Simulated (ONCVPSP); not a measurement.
# O (Z = 8): excitation energies, all-electron against ONCV

- Element: oxygen
- Generator: ONCVPSP 4.0.1
- Type: optimised norm-conserving Vanderbilt (ONCV)
- Functional: LDA (Perdew-Zunger)
- Relativity: scalar-relativistic
- Frozen core: [He]
- Valence charge: 6
- Reference configuration: 2s1.75 2p4.25
- Partial waves: 2s: rc 0.80 bohr, ncon 4, nbas 8, qcut 7 1/bohr, 1 projector; 2p: rc 1.80 bohr, ncon 4, nbas 7, qcut 7.4 1/bohr, 2 projectors, debl 1.4 Ha
- Local potential: polynomial inside 0.65 bohr (lpopt 5, dvloc0 0 Ha)
- Core correction: Teter function, fcfact 6, rcfact 1.55

Energies are relative to the spin-unpolarised reference configuration 2s1.75 2p4.25; without spin polarisation the order of configurations can differ from experiment.

(1) Give the all-electron excitation energy and the error of the potential for: 2s2 2p4; 2s2 2p3; 2s2 2p2; 2s2 2p0.

Results:

(1)

```tsv
valence configuration	charge	ΔE all-electron (eV)	error AE − PS (meV)
2s2 2p4	0	-3.640	+0.7
2s2 2p3	+1	12.943	+105
2s2 2p2	+2	46.651	+620
2s2 2p0	+4	177.570	+5170
```
